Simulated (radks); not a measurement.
Problem. The oxygen anion O-, [He] 2s2 2p5, held by a Watson sphere: a shell of charge +0.9 at radius R that stands for the Madelung well of a crystal (potential energy -0.9/R inside, -0.9/r outside, in hartree with lengths in bohr). All-electron calculation, non-relativistic Kohn-Sham, LDA (Slater exchange, Perdew-Wang correlation), spin-polarised, spherical densities, point nucleus; open shells are filled with parallel spins first. Program: a radial shooting solver on a logarithmic mesh with Libxc functionals. Response by self-consistent Sternheimer equations with the Hartree and adiabatic LDA kernel. The sphere does not respond.

R (bohr)  e(2s down) (eV)  e(2p up) (eV)  e(2p down) (eV)  <r> 2p (bohr)  sum of <r^2> (bohr^2)  X-ray form factor at sin(theta)/lambda = 0.3 1/angstrom  alpha (bohr^3)
1.66              -21.438         -8.353           -7.092          1.389                  15.82                                                    4.178           9.111
2.28              -19.880         -7.037           -5.813          1.470                  17.49                                                    4.096           12.79
3.2               -18.212         -5.489           -4.274          1.556                  19.31                                                    4.071           19.66
3.43              -17.888         -5.177           -3.961          1.574                  19.68                                                    4.069           21.59

Estimate the row for R = 2 bohr.

Solution. e(2s down) (eV) -20.537; e(2p up) (eV) -7.609; e(2p down) (eV) -6.373; <r> 2p (bohr) 1.436; sum of <r^2> (bohr^2) 16.79; X-ray form factor at sin(theta)/lambda = 0.3 1/angstrom 4.121; alpha (bohr^3) 11.02.
